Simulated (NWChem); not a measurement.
**Correlation energy of Sb**

```xyz
1

Sb     0.0000     0.0000     0.0000
```
Charge 0, spin multiplicity 4.

Program: NWChem.

Basis set: def2-QZVP. Each correlation energy counts from its own Hartree-Fock reference.

| method | correlation energy (mHa) |
|---|---|
| UMP2 | -519.5 |
| SCS-UMP2 | -450.6 |
| CCSD on ROHF | -483.8 |
| CCSD[T] on ROHF | -494.8 |
| CCSD(T) on ROHF | -494.6 |

The values span 68.9 mHa, from UMP2 (lowest) to SCS-UMP2 (highest). 

Effective core potentials replace the inner electrons of Sb; spin-orbit coupling is left out. The correlated methods keep 4 core orbitals frozen. The stability of the SCF solutions was not checked. Open-shell Hartree-Fock references start from PBE0 orbitals. No row is a measurement; the coupled-cluster row has its own basis-set and correlation limits.
